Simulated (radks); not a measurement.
Initial-state core-level shifts of neutral lutetium when its valence configuration changes from [Xe] 4f14 5d1 6s2. Method: scalar-relativistic Kohn-Sham, r2SCAN, spin-polarised, spherical densities, finite nucleus; open shells are filled with parallel spins first (spin-orbit coupling, left out, can overturn this in heavy ions); meta-GGA in the generalised Kohn-Sham scheme; Fermi nuclear charge, rms radius 5.37 fm; computed with a radial shooting solver on a logarithmic mesh with Libxc functionals. Shifts are changes of the shell-averaged eigenvalues in eV (positive: less bound); the change of the density at the nucleus, which sets a Mossbauer isomer shift, is in e/bohr^3, on a base of 1.176e+06.

4f14 5d1 6s1.5 6p0.5: 2s -0.671; 2p -0.671; 4s -0.670; 5p -0.684; density at nucleus -20.2
4f12 5d1 6s2 6p2: 2s -25.034; 2p -24.849; 4s -25.795; 5p -13.360; density at nucleus +173.9
4f13 5d1 6s1 6p2: 2s -12.722; 2p -12.639; 4s -13.170; 5p -7.528; density at nucleus +26.7
4f11 5d1 6s2 6p3: 2s -39.577; 2p -39.272; 4s -40.465; 5p -20.326; density at nucleus +277.4
4f14 5d1.5 6s1.5: 2s +0.701; 2p +0.701; 4s +0.700; 5p +0.670; density at nucleus -25.1
4f11 5d2 6s2 6p2: 2s -35.076; 2p -34.768; 4s -36.073; 5p -16.537; density at nucleus +245.3
4f13.5 5d1 6s2 6p0.5: 2s -5.638; 2p -5.599; 4s -5.872; 5p -3.198; density at nucleus +38.1
4f14 5d0.5 6s2 6p0.5: 2s -1.536; 2p -1.537; 4s -1.530; 5p -1.500; density at nucleus +8.1
4f12 5d2 6s2 6p1: 2s -20.890; 2p -20.703; 4s -21.713; 5p -9.683; density at nucleus +146.2
